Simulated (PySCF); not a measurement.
C2H5Zn, doublet, geometry from GFN2-xTB (such geometries of metal compounds can be far from the true shape) (the spin is typed, not shown lowest). Base run: M062X/6-31G* (PySCF).

Geometry (Å):
```xyz
8

Zn     0.4403     0.7002     0.5005
C     -0.0263    -1.2126    -0.5390
C     -1.4165    -1.1538    -1.1324
H      0.0557    -2.0125     0.1963
H      0.7275    -1.3564    -1.3125
H     -1.5023    -0.3482    -1.8621
H     -2.1710    -1.0012    -0.3602
H     -1.6630    -2.0884    -1.6485
```
Charge 0, spin multiplicity 2.
Orbitals are unrestricted.
All else is at PySCF's defaults.

The base run was repeated with changes; each row names its change, and settings that it needs were set with it.

```
change                                       E (Eh)  HOMO (eV)  dipole (D)  <S^2>  core-seconds (rough)
--------------------------------------  -----------  ---------  ----------  -----  --------------------
base                                    -1858.16256      -5.67        0.32  0.760                    20
functional = camb3lyp                   -1858.27418      -5.97        0.48  0.764                    30
functional = bp86                       -1858.46733      -3.95        0.69  0.755                     9
functional = pbe; dispersion = d3bjm    -1857.83151      -3.83        0.67  0.755                    10
functional = lc_wpbe                    -1857.92393      -7.23        0.06  0.771                    20
functional = pbe0                       -1857.87196      -4.81        0.44  0.761                     8
functional = blyp                       -1858.24060      -3.67        0.78  0.754                    10
functional = pw6b95                     -1859.22756      -4.81        0.45  0.759                    20
functional = blyp; dispersion = d3bjm   -1858.25632      -3.67        0.78  0.754                    10
functional = b97m_v                     -1857.85326      -3.92        0.52  0.755                   100
functional = pbe0; dispersion = d3zero  -1857.87595      -4.81        0.44  0.761                    10
functional = m06l                       -1858.13539      -3.96        0.36  0.759                    10
functional = tpss                       -1858.23648      -3.93        0.56  0.757                    20
```

Total energies compare only within one method and basis.

Open shells are given as the SCF converged; they aren't shown to be the lowest states, and a large step between rows can be another state.
